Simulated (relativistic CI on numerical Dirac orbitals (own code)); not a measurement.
**Cu4+ in a cubic cluster: 3p photoemission with charge transfer**

Computed with a charge-transfer multiplet model of a cubic metal-ligand cluster with up to 3 ligand holes, Slater and spin-orbit integrals from Dirac-Coulomb-Breit ions, Slater integrals scaled by 0.8. The ground state mixes d7 with configurations of k ligand holes L, whose averages lie at kΔ + k(k − 1)U_dd/2; a core hole lowers each added d electron by U_cd. 300 K, Lorentzian 0.9 eV and Gaussian 0.8 eV FWHM.

Atomic integrals in eV (Slater integrals scaled, ζ unscaled), ground: F2dd 11.838, F4dd 7.422, zeta_d 0.120; with the core hole: F2dd 12.561, F4dd 7.909, zeta_d 0.129, zeta_core 1.819, F2cd 12.922, G1cd 15.775, G3cd 9.748.

Cluster parameters (eV): Δ = -0.8, U_dd = 7.8, U_cd = 9.2, 10Dq = 0.6, 10Dq(ligand) = 1.1, final-state hopping factor = 0.8.

Weights, n_d and S are thermal averages at 300 K. Binding energies count from the first peak over 30 % of the highest in each spectrum, which can be another peak from case to case. The parameters are a model scan and need not match a compound or its usual spin state. Peaks in eV (height, largest 100): 0.0 (100), 6.8 (55), 9.9 (32), 12.9 (26), 14.6 (32), 20.8 (15), 22.8 (18).

Which parameters give this spectrum?
A. V(eg) = 2.35 eV, V(t2g) = -1.23 eV
B. V(eg) = 2.65 eV, V(t2g) = -1.39 eV
C. V(eg) = 2.95 eV, V(t2g) = -1.55 eV
D. V(eg) = 2.05 eV, V(t2g) = -1.08 eV
E. V(eg) = 1.75 eV, V(t2g) = -0.92 eV

A. V(eg) = 2.35 eV, V(t2g) = -1.23 eV; the ground state then has 7.83 d electrons and S = 0.67. The choice follows from running the model for each set and comparing peak positions and heights.
